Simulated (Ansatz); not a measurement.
Start from `Cl[SiH]1CO1` and change one atom or group to get `N[Si]1(Cl)CO1`.

Ansatz, PBE0-D4/def2-TZVP geometries, multiplicity 1. Each molecule was computed in one conformer, which needn't be the lowest.

```json
{"property": "size of the dipole moment (ωB97M-V/def2-TZVPP) / D", "`Cl[SiH]1CO1`": "1.77"}
{"property": "LUMO energy (B3LYP/def2-TZVPP) / eV", "`Cl[SiH]1CO1`": "-0.55"}
{"property": "HOMO–LUMO gap (B3LYP/def2-TZVPP) / eV", "`Cl[SiH]1CO1`": "7.11"}
{"property": "HOMO energy (PBE/def2-TZVPP) / eV", "`Cl[SiH]1CO1`": "-6.59"}
{"property": "LUMO energy (ωB97M-V/def2-TZVPP) / eV", "`Cl[SiH]1CO1`": "1.46"}
{"property": "size of the dipole moment (B3LYP/def2-TZVPP) / D", "`Cl[SiH]1CO1`": "1.75"}
```

**Question.** Give the same properties after the change, and the shifts. (An estimate is asked.)

**Answer.** Computed: 
```csv
property,`N[Si]1(Cl)CO1`,shift
size of the dipole moment (ωB97M-V/def2-TZVPP) / D,2.83,1.06
LUMO energy (B3LYP/def2-TZVPP) / eV,0.03,0.58
HOMO–LUMO gap (B3LYP/def2-TZVPP) / eV,7.17,0.06
HOMO energy (PBE/def2-TZVPP) / eV,-5.99,0.60
LUMO energy (ωB97M-V/def2-TZVPP) / eV,1.96,0.50
size of the dipole moment (B3LYP/def2-TZVPP) / D,2.82,1.07
```

With PBE0 the HOMO rises by 0.53 eV and the LUMO rises by 0.69 eV, so the gap widens by about 0.16 eV. PBE moves the HOMO by 0.60 eV and ωB97M-V by 0.49 eV. Dipoles are sizes alone; their direction can turn.

B3LYP here is the variant with VWN-RPA as its local correlation; programs differ in this.
